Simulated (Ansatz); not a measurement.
A series at Si: from `C#C[Si](C#C)(C#C)C#C`, ligands are replaced one by one, each step taking up HCl and setting free `C#C`; n counts the steps. Ansatz, PBE0-D4/def2-TZVP geometries.

| n | molecule | HOMO energy, ωB97M-V/def2-TZVPP (eV) |
| --- | --- | --- |
| 0 | `C#C[Si](C#C)(C#C)C#C` | ? |
| 1 | `C#C[Si](Cl)(C#C)C#C` | -10.62 |
| 2 | `C#C[Si](Cl)(Cl)C#C` | -10.85 |
| 3 | `C#C[Si](Cl)(Cl)Cl` | -11.17 |
| 4 | `Cl[Si](Cl)(Cl)Cl` | -11.77 |

Problem. By hand: fit a straight line y = ȳ + b (n − n̄) to the 4 given rows and predict n = 0.

Solution. n̄ = 2.500, ȳ = -11.102; Σ(n − n̄)(y − ȳ) = -1.885, Σ(n − n̄)² = 5.000, so b = -0.377 eV a step. Prediction: -11.102 + (-0.377) × (-2.500) = -10.16 eV.

Problem. By hand: compare with the computed value, -10.44 eV, and give the steps along the whole series.

Solution. The line misses by -0.28 eV (computed minus predicted). Steps: -0.18, -0.23, -0.32, -0.60 eV.

The steps grow at each stage, from -0.18 to -0.60 eV, so the series is curved and an end member is harder to predict than an inner one. The highest orbital can change its character along such a series. The miss is 21.1 % of the series' range.
